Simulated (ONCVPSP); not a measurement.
An all-electron radial function and its pseudo partner (chromium (Cr))

Columns: radius, all-electron u(r) and pseudo u(r) of the 3p shell (level -46.89 eV) of chromium in the configuration [Ne] 3s2 3p6 3d5 4p1; PW91, scalar-relativistic, ONCV scheme, ONCVPSP 4.0.1.

| r (bohr) | all-electron | pseudo |
| --- | --- | --- |
| 0.085 | -0.4036 | 0.0339 |
| 0.170 | -0.5582 | 0.1303 |
| 0.255 | -0.3302 | 0.2756 |
| 0.340 | 0.0496 | 0.4499 |
| 0.425 | 0.4231 | 0.6308 |
| 0.510 | 0.7206 | 0.7969 |
| 0.595 | 0.9251 | 0.9317 |
| 0.680 | 1.0431 | 1.0246 |
| 0.765 | 1.0907 | 1.0721 |
| 0.850 | 1.0867 | 1.0773 |
| 0.935 | 1.0471 | 1.0469 |
| 1.020 | 0.9853 | 0.9905 |
| 1.105 | 0.9111 | 0.9177 |
| 1.190 | 0.8314 | 0.8368 |
| 1.275 | 0.7510 | 0.7544 |
| 1.360 | 0.6729 | 0.6745 |
| 1.445 | 0.5991 | 0.5996 |
| 1.530 | 0.5306 | 0.5307 |
| 1.615 | 0.4680 | 0.4679 |
| 1.700 | 0.4112 | 0.4112 |
| 1.785 | 0.3603 | 0.3603 |
| 1.870 | 0.3149 | 0.3149 |
| 1.955 | 0.2747 | 0.2746 |
| 2.040 | 0.2391 | 0.2391 |
| 2.125 | 0.2079 | 0.2078 |
| 2.210 | 0.1804 | 0.1804 |

Q: How many radial nodes do the two functions have?

A: The all-electron 3p function has n − l − 1 = 1; the pseudo-wave has 0, since the states of the same l below it are removed with the core.

Q: At about which radius was the pseudo-wave matched?

A: 1.70 bohr. The columns agree to 0.0005 from 1.53 bohr on; several derivatives are matched, so the curves merge somewhat inside the radius.

Q: Is the pseudo-wave norm-conserving?

A: Yes: the ONCV scheme keeps the norm inside the radius equal to the all-electron one, which fixes the energy derivative of the logarithmic derivative at the level.
